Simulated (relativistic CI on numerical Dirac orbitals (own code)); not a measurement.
Computed by Dirac-Coulomb-Breit CI, orbitals from a KLI potential per configuration, a model potential for QED, unscaled Slater integrals (own radial code, finite nucleus).

The strongest absorption lines from the ground level of an ion, among the configurations computed and to levels below about 334 eV (vacuum wavelength in nm, gf): 4.2359 (0.13), 4.3619 (6.5), 4.4126 (3.7), 4.5982 (0.17), 4.8998 (0.39), 5.3823 (0.49), 5.3905 (0.36), 5.5103 (0.45).

(1) Which ion is it?
A. At⁴⁶⁺
B. Ir³⁸⁺
C. Ac⁵⁰⁺
D. Tl⁴²⁺

## Answers

(1) D. Tl⁴²⁺ has 39 electrons and the ground level 4s2 4p6 4d3 4F_3/2; the strongest line goes to 4s2 4p6 4d2 4f 4G°_5/2. The pattern of lines fixes the number of electrons, and along that sequence the line energies rise steadily with the charge (about as its square where n changes within one kind of shell, about linearly where n is kept but much faster in heavy ions where fine structure, which grows about as Z⁴, sets the gap, and irregularly where shells cross), which fixes Z. Configurations outside the model, such as inner-shell arrays, can give stronger lines. At this charge energies of transitions that change n are usually good to better than 1 %, and those within a shell (Δn = 0) to a few per cent.

LS names give the leading component of a level, which can be under half, so a name can repeat, a term be missing and a line seem to break the LS rules.
